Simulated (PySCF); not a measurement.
**Fe (iron, neutral) across methods**

[Ar] 3d6 4s1 4p1, one real determinant (an excited configuration). Computed with PySCF 2.14 in x2c-QZVPPall (11s7p5d4f2g, 103 functions), with scalar relativity by spin-free X2C-1e.

```tsv
method	E (hartree)	mean ε 3d β (eV)	mean ε 4s α (eV)	mean ε 4p α (eV)	Σ⟨r²⟩ (bohr²)	⟨S²⟩
UHF	-1271.32672	-13.955	-9.907	-5.327	44.65	12.003
r2SCAN	-1272.529	-6.782	-7.099	-2.795	43.63	12.001
wB97X	-1272.553	-11.340	-9.659	-5.067	44.41	12.002
BHandHLYP	-1272.525	-10.817	-8.370	-3.846	44.45	12.003
B97-3	-1272.398	-8.901	-7.543	-3.297	44.21	12.002
LDA	-1270.004	-6.720	-7.028	-2.677	44.30	12.001
PBE0	-1272.337	-8.740	-7.707	-3.364	44.20	12.001
TPSS	-1272.581	-6.935	-6.828	-2.633	44.13	12.001
```

Problem. Estimate the same row for PBE.

Solution. E (hartree) = -1272.315; mean ε 3d β (eV) = -6.759; mean ε 4s α (eV) = -6.839; mean ε 4p α (eV) = -2.638; Σ⟨r²⟩ (bohr²) = 44.58; ⟨S²⟩ = 12.001.

⟨L²⟩ = 8.06 against 12 for a pure F term, so this real determinant mixes terms.
